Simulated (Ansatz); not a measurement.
```yaml
crystal:
  periodic: [false, false, false]
  atoms:
    - {symbol: C, position_ang: [1.366554, -1.715244, 0.243411]}
    - {symbol: N, position_ang: [0.755041, -0.508007, -0.238735]}
    - {symbol: C, position_ang: [1.446554, 0.087429, -1.356166]}
    - {symbol: Ti, position_ang: [-0.768785, 0.438052, 0.310171]}
    - {symbol: N, position_ang: [-0.210238, 2.159493, 0.904935]}
    - {symbol: N, position_ang: [-1.552662, -0.471769, 1.777875]}
    - {symbol: N, position_ang: [-2.014889, 0.428898, -1.130795]}
    - {symbol: H, position_ang: [2.399285, -1.536054, 0.577644]}
    - {symbol: H, position_ang: [0.796628, -2.111530, 1.083524]}
    - {symbol: H, position_ang: [1.408761, -2.484685, -0.541793]}
    - {symbol: H, position_ang: [1.487334, -0.594731, -2.218089]}
    - {symbol: H, position_ang: [0.940465, 1.001989, -1.684871]}
    - {symbol: H, position_ang: [2.480542, 0.357832, -1.095990]}
    - {symbol: H, position_ang: [0.747785, 2.474086, 0.960357]}
    - {symbol: H, position_ang: [-0.826794, 2.925081, 1.140431]}
    - {symbol: H, position_ang: [-2.319767, -1.124066, 1.702280]}
    - {symbol: H, position_ang: [-1.385334, -0.241801, 2.746838]}
    - {symbol: H, position_ang: [-2.860101, 0.981104, -1.178803]}
    - {symbol: H, position_ang: [-1.890380, -0.066078, -2.002233]}
basis:
  gaussian: {orbitals: def2-TZVPP, fitting: {mean_field: cc-pVTZ-jkfit}}
hamiltonian: {xc: {name: SVWN5}}
scf: {lower_state_search: off}
output: {forces: true}
```

```sh
$ ansatz run in.yaml --threads 4 --pin off --events-out ev --progress --plain --max-ram 66560MiB --backend cuda --devices 0, --max-vram 37GiB
```

Problem. How does Ansatz answer? (Estimate.)

Solution. The calculation gave: The input was rejected before any iteration.
```
Functional definition: SVWN5
Error: <dir> the basis set cc-pVTZ-JKFIT has no functions for Ti
```
